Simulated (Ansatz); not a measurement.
Computed with Ansatz on PBE0-D4/def2-TZVP structures; ΔE is electronic, products minus reactants. CBS: MP2 limit from def2 TZ/QZ plus the TZ coupled-cluster correction, frozen cores. DFT in def2-TZVPP. B3LYP here is the variant with VWN-RPA as its local correlation; programs differ in this. For Se outer-core shells are correlated without core-valence functions, which leaves a few kJ/mol of doubt a bond. Scalar relativity is left out up to krypton. Each species was taken in one conformer, which may not be the lowest.

`B/N=C(/F)S` + H₂Se → `B[SeH]` + `N=C(F)S`  (ligand exchange at a B–N bond)

Q: Is it downhill or uphill in electronic energy at CCSD(T)/CBS, and by how much? (Estimate.)

A: Ansatz gave: Uphill: ΔE = +0.17 eV.

Q: What do these levels give: PBE0, B3LYP, r2SCANh, HF/def2-TZVPP, HF/def2-QZVPP, MP2/CBS(def2)? (Best estimate.)

A: Computed: PBE0 0.25, B3LYP 0.34, r2SCANh 0.25, HF/def2-TZVPP 0.23, HF/def2-QZVPP 0.24, MP2/CBS(def2) 0.18 eV.

Largest T1 diagnostic among the species: 0.015.

At CCSD(T), def2-SVP lies +0.18 eV from the extrapolated value and def2-TZVPP +0.00 eV. From BLYP to BHLYP (50 % exact exchange), in def2-TZVPP and without D4, ΔE moves by −0.04 eV. In def2-TZVPP, CCSD(T) changes the Hartree–Fock value by −0.06 eV (the triples alone add −0.01 eV) and MP2 by −0.05 eV.
